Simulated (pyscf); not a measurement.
Structures and frequencies: ωB97X-D3(BJ)/def2-SVP in PySCF. MP2 and CC: frozen core, UHF for open shells. ΔMP2 is the change of the MP2 total energy from the triple- to the quadruple-zeta basis.

Q: For the elementary gas-phase step [HO–AlH]• -> •O–AlH₂ (doublet surface; H–O broken, Al–H formed), what barrier and reaction energy does CCSD(T)/def2-TZVPP + ΔMP2(QZVPP) give, measured from the reactant's lowest minimum found?

A: ΔE‡ = 2.44 eV, ΔE = +1.66 eV. Zero-point energy shifts the barrier by -0.16 eV. It is a hydrogen shift, with an imaginary mode of 1413i cm⁻¹. One saddle was located; it need not be the lowest between these sides. The CCSD(T) − MP2 part came from Ansatz, without density fitting, on the same reference.
